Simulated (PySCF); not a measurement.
4-(methylthio)benzyl alcohol, C8H10OS.
SMILES with atom numbers: `[CH3:1][S:2][c:3]1[cH:4][cH:5][c:6]([CH2:7][OH:8])[cH:9][cH:10]1` (hydrogens: H11, H12, H13 on C1; H14 on C4; H15 on C5; H16, H17 on C7; H18 on O8; H19 on C9; H20 on C10)

A GFN2-xTB structure was refined with PBE0-D3(BJ)/def2-SVP geometry optimisation, gas phase (PySCF 2.14.0). Its GFN2-xTB values:

| coordinate | GFN2-xTB |
| --- | --- |
| C1–S2 | 1.816 Å |
| C1–H11 | 1.086 Å |
| S2–C3 | 1.767 Å |
| C3–C4 | 1.393 Å |
| C4–C5 | 1.379 Å |
| C4–H14 | 1.080 Å |
| C5–C6 | 1.391 Å |
| C5–H15 | 1.081 Å |
| C6–C7 | 1.507 Å |
| C7–O8 | 1.415 Å |
| C7–H16 | 1.100 Å |
| O8–H18 | 0.964 Å |
| C1–S2–C3 | 104.1° |
| S2–C3–C10 | 124.2° |
| C3–C10–C9 | 119.8° |
| C4–C3–C10 | 119.5° |
| C4–C5–C6 | 120.7° |
| C5–C6–C7 | 120.9° |
| C5–C6–C9 | 118.6° |
| C6–C7–O8 | 112.1° |
| C1–S2–C3–C4 | -178° |
| C5–C6–C7–O8 | -100° |

Task: How do these coordinates change at the PBE0-D3(BJ)/def2-SVP level?

Result: 
| coordinate | PBE0-D3(BJ)/def2-SVP (Å or °) | change |
| --- | --- | --- |
| C1–S2 | 1.797 | -0.019 |
| C7–O8 | 1.400 | -0.015 |
| C1–H11 | 1.100 | +0.014 |
| C5–H15 | 1.094 | +0.013 |
| C4–H14 | 1.093 | +0.013 |
| C3–C4 | 1.404 | +0.011 |
| C7–H16 | 1.109 | +0.009 |
| C4–C5 | 1.388 | +0.009 |
| C5–C6 | 1.400 | +0.009 |
| S2–C3 | 1.762 | -0.005 |
| C6–C7 | 1.509 | +0.002 |
| O8–H18 | 0.964 | 0.000 |
| C6–C7–O8 | 113.7 | +1.6 |
| C4–C3–C10 | 118.7 | -0.8 |
| C1–S2–C3 | 103.3 | -0.8 |
| S2–C3–C10 | 124.7 | +0.5 |
| C5–C6–C9 | 118.1 | -0.5 |
| C5–C6–C7 | 121.4 | +0.5 |
| C3–C10–C9 | 120.2 | +0.4 |
| C4–C5–C6 | 121.1 | +0.4 |
| C5–C6–C7–O8 | -153 | -53 |
| C1–S2–C3–C4 | 179 | -3 |

The energy falls by 11.1 kJ/mol over 13 energy and gradient evaluations, the largest force component goes from 0.0140 to 2.8e-04 Eh/bohr, and the atoms move by 0.469 Å rms after alignment. The bond that changes most is C1–S2 (S-methyl carbon to sulfide sulfur), which shortens by 0.019 Å. Bonds longer at the end by more than 0.005 Å: 15 of 20; shorter: 2. Among the dihedrals that turn most is C5–C6–C7–H17, from 144° to 89°. Rotational constants go from 3426, 540.2, 487.1 to 3329, 545.7, 475.3 MHz.

The run used 194 basis functions and 101 SCF cycles in all. Time: 7.0 min; peak memory 0.89 GiB. Hardware: one thread, Arm Neoverse V1 (aarch64), shared host.

Stationary, but not proved a minimum. The numbers are those of one conformer.
